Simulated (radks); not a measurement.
The numbers below are computed, except where a source is named.
Minus the highest occupied eigenvalue as an estimate of the ionisation energy, Cs20+ to Cs39+. The LB94 potential has the -1/r tail that LDA and GGA lack but no energy functional. Code: a radial shooting solver on a logarithmic mesh with Libxc functionals. Model: scalar-relativistic Kohn-Sham, LB94 model potential, spin-polarised, spherical densities, finite nucleus; open shells are filled with parallel spins first (spin-orbit coupling, left out, can overturn this in heavy ions); Fermi nuclear charge, rms radius 4.8041 fm.

| species | configuration | HOMO | -e(HOMO) (eV) | <r> (bohr) | IE, NIST (eV) | kind |
|---|---|---|---|---|---|---|
| Cs20+ | [Ar] 3d10 4s2 4p5 | 4p down | 637.89 | 0.659 | 629 | theory |
| Cs21+ | [Ar] 3d10 4s2 4p4 | 4p down | 672.76 | 0.651 | 666 | theory |
| Cs22+ | [Ar] 3d10 4s2 4p3 | 4p up | 711.10 | 0.647 | 700 | theory |
| Cs23+ | [Ar] 3d10 4s2 4p2 | 4p up | 746.88 | 0.640 | 753 | theory |
| Cs24+ | [Ar] 3d10 4s2 4p1 | 4p up | 783.21 | 0.632 | 791 | theory |
| Cs25+ | [Ar] 3d10 4s2 | 4s | 888.62 | 0.610 | 875 | theory |
| Cs26+ | [Ar] 3d10 4s1 | 4s up | 927.82 | 0.605 | 916.1 | semi-emp. |
| Cs27+ | [Ar] 3d10 | 3d | 1588.3 | 0.265 | 1592 | theory |
| Cs28+ | [Ar] 3d9 | 3d down | 1670.7 | 0.262 | 1672 | theory |
| Cs29+ | [Ar] 3d8 | 3d down | 1754.4 | 0.259 | 1757 | theory |
| Cs30+ | [Ar] 3d7 | 3d down | 1839.4 | 0.256 | 1848 | theory |
| Cs31+ | [Ar] 3d6 | 3d down | 1925.6 | 0.253 | 1936 | theory |
| Cs32+ | [Ar] 3d5 | 3d up | 2031.8 | 0.250 | 2029 | theory |
| Cs33+ | [Ar] 3d4 | 3d up | 2122.3 | 0.247 | 2137 | theory |
| Cs34+ | [Ar] 3d3 | 3d up | 2214.1 | 0.244 | 2230 | theory |
| Cs35+ | [Ar] 3d2 | 3d up | 2307.1 | 0.241 | 2329 | theory |
| Cs36+ | [Ar] 3d1 | 3d up | 2401.3 | 0.239 | 2422 | theory |
| Cs37+ | [Ar] | 3p | 2706.3 | 0.268 | 2683 | theory |
| Cs38+ | [Ne] 3s2 3p5 | 3p down | 2791.6 | 0.265 | 2767 | theory |
| Cs39+ | [Ne] 3s2 3p4 | 3p down | 2877.4 | 0.263 | 2859 | theory |

Reference values: NIST Atomic Spectra Database (exp. = measured, semi-emp. = semi-empirical, theory = theoretical value adopted there). Open shells are spherical and high-spin; term and fine-structure splittings are not resolved. Spin-orbit splitting is averaged out at the scalar-relativistic level.
